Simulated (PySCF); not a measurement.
# `CC[Si@@H]1C[C@H](Cl)CO1`, C5H11ClOSi

Cartesian coordinates in Å; atom numbers follow the order of the lines, from 1:
```xyz
19

C     2.868   -0.235   -0.769
C     1.903    0.395    0.226
Si    0.245   -0.515    0.296
C    -1.015   -0.105   -1.078
C    -2.287   -0.138   -0.257
Cl   -3.635    0.746   -1.018
C    -1.976    0.473    1.111
O    -0.696    0.067    1.509
H     3.052   -1.275   -0.514
H     3.822    0.290   -0.771
H     2.458   -0.203   -1.775
H     1.763    1.448   -0.027
H     2.353    0.375    1.219
H     0.387   -1.966    0.461
H    -0.858    0.896   -1.478
H    -1.068   -0.794   -1.915
H    -2.629   -1.167   -0.128
H    -1.999    1.566    1.048
H    -2.697    0.151    1.867
```

Theory: TDDFT wB97X-D/def2-SVPD circular dichroism and optical rotation, one conformer, gas phase in PySCF 2.14.0. Geometry: GFN2-xTB.

The molecule is flexible and this is one conformer; a measurement averages over conformers.

Question: Draw the ECD and absorption spectra from the lowest 8 states, each a Gaussian of half-width 0.3 eV at 1/e height.

Answer: 
```csv
E (eV),λ (nm),Δε (L mol⁻¹ cm⁻¹),ε (L mol⁻¹ cm⁻¹)
6.64,187,-0.32,96.6
6.79,183,-1.07,408
6.94,179,-1.71,1060
7.09,175,-0.45,1720
7.24,171,+2.51,1790
7.39,168,+2.94,1370
7.54,164,-5.26,1390
7.69,161,-30.37,2870
7.84,158,-70.00,5470
7.99,155,-89.17,6940
8.14,152,-57.68,5840
8.29,150,-4.13,3700
```
Δε uses R in velocity form, ε uses f in length form. Only the states computed contribute, so the short-wavelength end is incomplete.
